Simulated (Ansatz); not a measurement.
Input for Ansatz (a first-principles code):
Ansatz 0.2 input:
```yaml
crystal:
  periodic: [false, false, false]
  atoms:
    - {symbol: Cl, position_ang: [1.06790000, 0.00000000, 0.00000000]}
    - {symbol: Br, position_ang: [-1.06790000, 0.00000000, 0.00000000]}
basis:
  gaussian:
    orbitals: def2-SVPD
hamiltonian:
  xc: {name: wB97M-V}
total_charge: -1
magnetization: {spin_polarized: true, initial_magnetization: 1}
accuracy: high
```

### Question
What does this run give for the total energy, <S^2>?

### Answer

The total energy is -3033.763074 Ha and the <S^2> is 0.752.

A gas-phase anion may not be bound at this level; its values then depend on the basis.
